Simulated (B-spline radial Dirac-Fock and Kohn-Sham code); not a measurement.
**The Ce atom: differential elastic cross section for electrons at 81.1 eV**

The computed values come from a radial B-spline solver: relativistic (Dirac) partial waves in the static field of the Dirac-Fock atom with Furness-McCarthy exchange, without polarisation or absorption potentials. Below a few hundred eV the neglected polarisation potential matters, most of all at small angles.

| θ (°) | dσ/dΩ (Å²/sr) | Sherman function |
| --- | --- | --- |
| 0 | 83.2 | 0.000 |
| 10 | 42.6 | 0.003 |
| 20 | 8.51 | 0.011 |
| 30 | 0.811 | 0.007 |
| 40 | 0.283 | -0.126 |
| 50 | 0.531 | -0.065 |
| 60 | 0.331 | -0.053 |
| 70 | 0.0682 | -0.068 |
| 80 | 0.00187 | -0.987 |
| 90 | 0.0148 | -0.317 |
| 100 | 0.0206 | -0.320 |
| 110 | 0.0767 | -0.059 |
| 120 | 0.169 | -0.002 |
| 130 | 0.165 | 0.012 |
| 140 | 0.0527 | -0.008 |
| 150 | 0.0508 | -0.114 |
| 160 | 0.354 | -0.026 |
| 170 | 0.818 | -0.009 |
| 180 | 1.04 | 0.000 |

The total elastic cross section is 15.0 Å², the first transport cross section 2.12 Å² and the second, weighted with (3/2) sin²θ, 2.58 Å². The mean deflection is ⟨1 − cos θ⟩ = 0.141, and 5.2 % of the collisions scatter beyond 90°.

On this grid of angles the cross section has minima near 40°, 80°, 150°, from interference among the few low partial waves with large phase shifts.

Phase shifts modulo π (rad) for κ = −1 to −5: 0.022, 0.867, 1.216, 0.866, 1.188.
